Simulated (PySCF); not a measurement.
## MSi anions for M along the fifth-period p block

HF with double-zeta basis sets in PySCF, for the lowest determinant that a PBE0 search found; no spin–orbit coupling. De refers to high-spin ground-configuration atoms (the charge goes to the atom of lower measured ionisation energy or higher electron affinity, which is not always the lowest computed limit). A positive dipole points towards Si; it is taken about the centre of mass and depends on that origin.

| M | basis | reference | charged atom | state (unpaired electrons) | Re (Å) | ωe (cm⁻¹) | De (eV) | μ (D) |
| --- | --- | --- | --- | --- | --- | --- | --- | --- |
| Sn | def2-SVPD | UHF | Si− | doublet (π ↑) | 2.395 | 435 | n/a | -3.56 |
| Sb | def2-SVPD | RHF | Si− | singlet (closed shell) | 2.275 | 520 | n/a | -2.54 |
| Te | def2-SVPD | UHF | Te− | doublet (π ↑) | 2.417 | 402 | n/a | -1.97 |
| I | def2-SVPD | UHF | I− | triplet (π ↑↑) | 2.813 | 182 | n/a | -3.51 |

The shortest bond is that of SiSb⁻ (2.275 Å), the longest that of SiI⁻ (2.813 Å).

The state changes along the series, so neighbouring rows are not always alike in their bonding.

These are scalar-relativistic numbers at best; spin–orbit coupling would shift them, the dissociation energy most. Hartree–Fock leaves out correlation, which carries a large part of most bond energies and some tenths to 1 eV of ionisation energies. States were picked by a PBE0 search and need not be the measured ground states.
